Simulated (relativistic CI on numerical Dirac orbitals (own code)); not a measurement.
What each ingredient does to the levels of Pt76+

Base calculation: Dirac-Coulomb-Breit CI, separate exchange-only KLI orbitals for each configuration, QED by a radiative potential, unscaled Slater integrals.

Configurations in the expansion: 1s2, 1s.2s, 1s.2p, 1s.3s, 1s.3p, 1s.3d, 1s.4s, 1s.4p, 1s.4d, 1s.4f, 1s.5s, 1s.5p, 1s.5d, 1s.5f, 1s.5g, 1s.6s, 1s.6p, 1s.6d, 2s2. Levels of other configurations are missing.

Variants: (1) QED terms removed; (2) non-relativistic limit. Shifts of the energy above 1s2 1S_0, in eV, for the lowest level and the first level of each name with at least 55 % of one term (blank where a level changes its place among those of its configuration and J or its character, or is not in the variant):

```csv
Level,Base,Δ(1),Δ(2)
1s2 1S_0,0.0,0.0,0.0
1s.2s 3S_1,66205.1,+119.7,-5054.3
1s.2p 3P°_1,66328.7,+142.7,-5099.2
1s.2s 1S_0,66376.1,+119.6,-5133.9
1s.2p 3P°_0,66379.9,+142.7,-5150.4
1s.2p 3P°_2,68332.5,+141.2,-7103.0
1s.2p 1P°_1,68385.8,+141.2,-7085.6
1s.3s 3S_1,79100.2,+138.3,-6652.9
1s.3p 3P°_1,79132.9,+145.1,-6663.6
1s.3s 1S_0,79145.7,+138.2,-6674.3
1s.3p 3P°_0,79146.2,+145.1,-6676.9
1s.3p 3P°_2,79729.8,+144.6,-7260.5
1s.3d 3D_2,79739.4,+146.0,-7256.8
1s.3d 3D_1,79744.4,+146.0,-7261.7
1s.3p 1P°_1,79745.9,+144.6,-7257.7
1s.3d 3D_3,79906.5,+145.6,-7423.9
1s.3d 1D_2,79910.0,+145.6,-7426.3
1s.4s 3S_1,83511.6,+142.8,-7121.8
1s.4p 3P°_1,83524.7,+145.6,-7125.9
1s.4s 1S_0,83530.0,+142.7,-7130.4
1s.4p 3P°_0,83530.0,+145.6,-7131.2
1s.4p 3P°_2,83774.5,+145.4,-7375.6
```

At this charge energies of transitions that change n are usually good to better than 1 %, and those within a shell (Δn = 0) to a few per cent.

Ionisation energy from the two ground configurations alone: base 88950.4 eV; QED terms removed 89096.8 eV. The NIST ASD value (theoretical) is 88955.1 eV.

LS names give the leading component of a level, which can be under half, so a name can repeat, a term be missing and a line seem to break the LS rules.
